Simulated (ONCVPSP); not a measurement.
# What the settings do to the ONCV potential of palladium

Base potential:

```json
{
  "Element": "Pd (Z = 46)",
  "Generator": "ONCVPSP 4.0.1",
  "Type": "optimised norm-conserving Vanderbilt (ONCV)",
  "Functional": "LDA (Perdew-Zunger)",
  "Relativity": "scalar-relativistic",
  "Frozen core": "[Ar] 3d10",
  "Valence charge": "18",
  "Reference configuration": "4s2 4p6 4d9 5s1",
  "Partial waves": "4s+5s: rc 1.85 bohr, ncon 3, nbas 7, qcut 6.2 1/bohr, 3 projectors, debl 2.7 Ha; 4p: rc 1.40 bohr, ncon 3, nbas 8, qcut 10.5 1/bohr, 2 projectors, debl 0.6 Ha; 4d: rc 1.30 bohr, ncon 4, nbas 9, qcut 8.4 1/bohr, 2 projectors, debl 2.7 Ha; f scattering state at 0.22 Ha: rc 1.40 bohr, ncon 3, nbas 7, qcut 8.5 1/bohr, 2 projectors, debl 2.2 Ha",
  "Local potential": "polynomial inside 0.90 bohr (lpopt 5, dvloc0 1 Ha)",
  "Core correction": "polynomial model core, fcfact 0.7"
}
```

In the p channel the program set the typed energies aside and used -2.006, 0.250 Ha.

Cutoffs, loose and tight: the cutoffs (Ha) at which the residual kinetic energy of the hardest occupied pseudo-wave falls to 1 and 0.1 mHa per electron. They do not see the model core or the augmentation charge, which bear on the density cutoff. Test errors are all-electron minus pseudo excitation energies from the reference, over the configurations 4s2 4p6 4d10 5s0; 4s2 4p6 4d9 5s0; 4s2 4p6 4d8 5s0; 4s2 4p6 4d8 5s1. A dash means not determined; rows that change the core or the reference have their own tests.

| change | outcome | cutoff, loose | cutoff, tight | bound ghosts | GHOST(+) flags above zero | largest test error (meV) |
| --- | --- | --- | --- | --- | --- | --- |
| base | generated, projector energies reset by the program | 33 Ha | 41 Ha | none | s | -3.9 |
| all radii but the core radius scaled by about 0.78 (s 1.44, p 1.10, d 1.02, f 1.10 bohr); local potential polynomial inside 0.70 bohr (lpopt 5, dvloc0 1 Ha) | generated, projector energies reset by the program | 42 Ha | 180 Ha | none | s, p | -4.2 |
| all radii but the core radius scaled by about 0.94 (s 1.76, p 1.32, d 1.22, f 1.32 bohr); local potential polynomial inside 0.86 bohr (lpopt 5, dvloc0 1 Ha) | generated, projector energies reset by the program | 36 Ha | 43 Ha | none | s | -3.9 |
| all radii but the core radius scaled by about 1.09 (s 2.00, p 1.52, d 1.42, f 1.52 bohr); local potential polynomial inside 0.98 bohr (lpopt 5, dvloc0 1 Ha) | generated, projector energies reset by the program | 29 Ha | 38 Ha | none | s | -3.9 |
| all radii but the core radius scaled by about 1.17 (s 2.16, p 1.64, d 1.52, f 1.64 bohr); local potential polynomial inside 1.06 bohr (lpopt 5, dvloc0 1 Ha) | generated, projector energies reset by the program | 28 Ha | 35 Ha | none | s | -4.1 |
| all radii but the core radius scaled by about 1.31 (s 2.42, p 1.84, d 1.70, f 1.84 bohr); local potential polynomial inside 1.18 bohr (lpopt 5, dvloc0 1 Ha) | generated, projector energies reset by the program | 26 Ha | 31 Ha | none | none | -6.0 |

(1) What comes out with this change to the base: all radii but the core radius scaled by about 1.25 (s 2.32, p 1.76, d 1.62, f 1.76 bohr); local potential polynomial inside 1.12 bohr (lpopt 5, dvloc0 1 Ha)?

(2) What comes out with this change to the base: all radii but the core radius scaled by about 0.88 (s 1.64, p 1.24, d 1.14, f 1.24 bohr); local potential polynomial inside 0.80 bohr (lpopt 5, dvloc0 1 Ha)?

Results:

(1) outcome: generated, projector energies reset by the program; cutoff, loose: 27 Ha; cutoff, tight: 32 Ha; bound ghosts: none; GHOST(+) flags above zero: s; largest test error (meV): -6.1.

(2) outcome: generated, projector energies reset by the program; cutoff, loose: 38 Ha; cutoff, tight: 52 Ha; bound ghosts: none; GHOST(+) flags above zero: s; largest test error (meV): -3.9.

Reading the sweep of the scale of all radii but the core radius (base = 1) (base included, trends over the rows without a ghost): The loose cutoff falls from 42 Ha at 0.78 to 26 Ha at 1.31. A larger radius leaves more room for a smooth pseudo-wave, so fewer plane waves are needed; a smaller one forces it to follow the all-electron wave where it bends sharply. The median size of the test errors (rows with all tests solved) is not monotonic: lowest 1.8 meV at 0.78, highest 3.4 meV at 1.17.
